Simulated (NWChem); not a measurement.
CH6BClSi; SMILES ClB([SiH3])C

```xyz
10

B     -0.3867    -0.1428    -0.0347
Cl     0.7644    -1.4897    -0.1089
C     -1.9209    -0.4322     0.0191
H     -2.4606     0.1833    -0.7337
H     -2.3058    -0.0679     1.0001
H     -2.2023    -1.4966    -0.0977
Si     0.4369     1.7187    -0.0108
H     -0.5871     2.8187     0.1207
H      1.2044     1.9517    -1.2893
H      1.4143     1.8487     1.1308
```
Atoms are numbered in this order, from 1.

Level: PBE-D3(BJ)/def2-SVP (NWChem), optimised geometry, unscaled harmonic frequencies. 

**Question.** List the harmonic frequencies with IR intensities, and the thermochemistry.

**Answer.** 
```json
[
 {"frequency (cm⁻¹)": "31", "IR intensity (km/mol)": "0.9"},
 {"frequency (cm⁻¹)": "60", "IR intensity (km/mol)": "0.8"},
 {"frequency (cm⁻¹)": "154", "IR intensity (km/mol)": "1.2"},
 {"frequency (cm⁻¹)": "259", "IR intensity (km/mol)": "1.7"},
 {"frequency (cm⁻¹)": "279", "IR intensity (km/mol)": "2.7"},
 {"frequency (cm⁻¹)": "463", "IR intensity (km/mol)": "8.7"},
 {"frequency (cm⁻¹)": "517", "IR intensity (km/mol)": "19.6"},
 {"frequency (cm⁻¹)": "545", "IR intensity (km/mol)": "24.9"},
 {"frequency (cm⁻¹)": "722", "IR intensity (km/mol)": "26.0"},
 {"frequency (cm⁻¹)": "766", "IR intensity (km/mol)": "1.7"},
 {"frequency (cm⁻¹)": "843", "IR intensity (km/mol)": "172.4"},
 {"frequency (cm⁻¹)": "899", "IR intensity (km/mol)": "28.0"},
 {"frequency (cm⁻¹)": "911", "IR intensity (km/mol)": "29.3"},
 {"frequency (cm⁻¹)": "974", "IR intensity (km/mol)": "103.8"},
 {"frequency (cm⁻¹)": "1062", "IR intensity (km/mol)": "44.9"},
 {"frequency (cm⁻¹)": "1259", "IR intensity (km/mol)": "84.4"},
 {"frequency (cm⁻¹)": "1362", "IR intensity (km/mol)": "5.9"},
 {"frequency (cm⁻¹)": "1372", "IR intensity (km/mol)": "7.0"},
 {"frequency (cm⁻¹)": "2140", "IR intensity (km/mol)": "44.0"},
 {"frequency (cm⁻¹)": "2148", "IR intensity (km/mol)": "83.9"},
 {"frequency (cm⁻¹)": "2151", "IR intensity (km/mol)": "99.0"},
 {"frequency (cm⁻¹)": "2952", "IR intensity (km/mol)": "0.6"},
 {"frequency (cm⁻¹)": "3022", "IR intensity (km/mol)": "0.9"},
 {"frequency (cm⁻¹)": "3081", "IR intensity (km/mol)": "11.4"}
]
```

```json
{
 "zero_point_energy": "40.0 kcal/mol",
 "thermal correction to the enthalpy at 298.15 K (with zero-point energy)": "45.1 kcal/mol",
 "heat capacity Cv": "23.2 cal/(mol K)",
 "entropy at 298.15 K and 1 atm (symmetry number 1)": "85.5 cal/(mol K)",
 "dipole_moment": "1.30 D"
}
```

Rigid rotor and harmonic oscillator; modes under 100 cm⁻¹ make the entropy uncertain.
